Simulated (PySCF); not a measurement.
SMILES [CH2][Si](C)(C)N(C)C (C5H14NSi), doublet, GFN2-xTB optimised geometry.

```
21

C      1.50     0.13     0.00
Si    -0.35     0.13     0.00
C     -1.03    -0.84    -1.49
C     -1.02     1.91     0.00
N     -1.04    -0.64     1.42
C     -1.03    -2.07     1.56
C     -1.02     0.02     2.70
H      2.08     0.88     0.51
H      2.08    -0.72    -0.32
H     -2.08    -1.07    -1.39
H     -0.91    -0.25    -2.40
H     -0.49    -1.76    -1.64
H     -0.48     2.54     0.70
H     -2.08     1.95     0.26
H     -0.91     2.35    -0.98
H     -0.13    -2.43     2.08
H     -1.07    -2.54     0.58
H     -1.90    -2.40     2.14
H     -0.12    -0.23     3.27
H     -1.05     1.09     2.56
H     -1.89    -0.29     3.28
```

Density from unrestricted CAM-B3LYP/def2-SVP run with PySCF at that geometry.

Minimum of the electron density along straight lines between bonded atoms, close to the bond critical point (lines longer than 1.1 times the sum of covalent radii, or with two minima, are not listed):

```tsv
bond	length / Å	ρ at the minimum / e bohr⁻³	∇²ρ there / e bohr⁻⁵	position (fraction from the first atom)
C1–Si2	1.851	0.116	0.42	0.62
Si2–C3	1.902	0.112	0.32	0.38
Si2–C4	1.902	0.112	0.32	0.38
Si2–N5	1.757	0.116	0.66	0.40
N5–C6	1.439	0.278	-0.81	0.61
N5–C7	1.439	0.278	-0.81	0.61
C1–H8	1.078	0.278	-1.04	0.64
C1–H9	1.077	0.279	-1.05	0.64
C3–H10	1.085	0.272	-0.99	0.63
C3–H11	1.085	0.272	-0.98	0.63
C3–H12	1.085	0.272	-0.97	0.62
C4–H13	1.085	0.272	-0.97	0.62
C4–H14	1.085	0.272	-0.99	0.63
C4–H15	1.085	0.272	-0.98	0.63
C6–H16	1.097	0.275	-1.01	0.63
C6–H17	1.085	0.283	-1.08	0.63
C6–H18	1.094	0.277	-1.03	0.63
C7–H19	1.097	0.275	-1.01	0.63
C7–H20	1.085	0.283	-1.08	0.63
C7–H21	1.094	0.277	-1.03	0.63
```
